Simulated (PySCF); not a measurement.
A calculated (PBE, PySCF 2.14, x2c-TZVPPall with one added diffuse shell each of s, p, d, f type, scalar relativity by spin-free X2C-1e) atom or ion has these occupied shells.

```json
{"shell": "1s α", "electrons": "1", "orbital energy (eV)": "-75864.6", "rms radius, mean of both spins (bohr)": "0.0197"}
{"shell": "1s β", "electrons": "1", "orbital energy (eV)": "-75864.5", "rms radius, mean of both spins (bohr)": "0.0197"}
{"shell": "2s α", "electrons": "1", "orbital energy (eV)": "-13279.0", "rms radius, mean of both spins (bohr)": "0.0796"}
{"shell": "2s β", "electrons": "1", "orbital energy (eV)": "-13278.8", "rms radius, mean of both spins (bohr)": "0.0796"}
{"shell": "2p α", "electrons": "3", "orbital energy (eV)": "-11585.3", "rms radius, mean of both spins (bohr)": "0.0727"}
{"shell": "2p β", "electrons": "3", "orbital energy (eV)": "-11585.1", "rms radius, mean of both spins (bohr)": "0.0727"}
{"shell": "3s α", "electrons": "1", "orbital energy (eV)": "-3114.1", "rms radius, mean of both spins (bohr)": "0.203"}
{"shell": "3s β", "electrons": "1", "orbital energy (eV)": "-3114.0", "rms radius, mean of both spins (bohr)": "0.203"}
{"shell": "3p α", "electrons": "3", "orbital energy (eV)": "-2616.1", "rms radius, mean of both spins (bohr)": "0.205"}
{"shell": "3p β", "electrons": "3", "orbital energy (eV)": "-2616.0", "rms radius, mean of both spins (bohr)": "0.205"}
{"shell": "3d α", "electrons": "5", "orbital energy (eV)": "-2046.0", "rms radius, mean of both spins (bohr)": "0.187"}
{"shell": "3d β", "electrons": "5", "orbital energy (eV)": "-2045.9", "rms radius, mean of both spins (bohr)": "0.187"}
{"shell": "4s α", "electrons": "1", "orbital energy (eV)": "-670.99", "rms radius, mean of both spins (bohr)": "0.450"}
{"shell": "4s β", "electrons": "1", "orbital energy (eV)": "-670.80", "rms radius, mean of both spins (bohr)": "0.450"}
{"shell": "4p α", "electrons": "3", "orbital energy (eV)": "-506.63", "rms radius, mean of both spins (bohr)": "0.479"}
{"shell": "4p β", "electrons": "3", "orbital energy (eV)": "-506.45", "rms radius, mean of both spins (bohr)": "0.479"}
{"shell": "4d α", "electrons": "5", "orbital energy (eV)": "-299.03", "rms radius, mean of both spins (bohr)": "0.515"}
{"shell": "4d β", "electrons": "5", "orbital energy (eV)": "-298.82", "rms radius, mean of both spins (bohr)": "0.515"}
{"shell": "5s α", "electrons": "1", "orbital energy (eV)": "-106.57", "rms radius, mean of both spins (bohr)": "1.04"}
{"shell": "5s β", "electrons": "1", "orbital energy (eV)": "-105.07", "rms radius, mean of both spins (bohr)": "1.04"}
{"shell": "4f α", "electrons": "7", "orbital energy (eV)": "-70.931", "rms radius, mean of both spins (bohr)": "0.593"}
{"shell": "4f β", "electrons": "7", "orbital energy (eV)": "-70.588", "rms radius, mean of both spins (bohr)": "0.593"}
{"shell": "5p α", "electrons": "3", "orbital energy (eV)": "-64.093", "rms radius, mean of both spins (bohr)": "1.20"}
{"shell": "5p β", "electrons": "3", "orbital energy (eV)": "-62.178", "rms radius, mean of both spins (bohr)": "1.20"}
{"shell": "5d α", "electrons": "5", "orbital energy (eV)": "-16.326", "rms radius, mean of both spins (bohr)": "1.82"}
{"shell": "5d β", "electrons": "2", "orbital energy (eV)": "-14.380", "rms radius, mean of both spins (bohr)": "1.82"}
{"shell": "6s α", "electrons": "1", "orbital energy (eV)": "-14.300", "rms radius, mean of both spins (bohr)": "2.86"}
```

(1) Name the element and its charge.

## Answers

(1) Ir⁺ (iridium, charge +1), in [Xe] 4f14 5d7 6s1, high-spin 5F determinant.
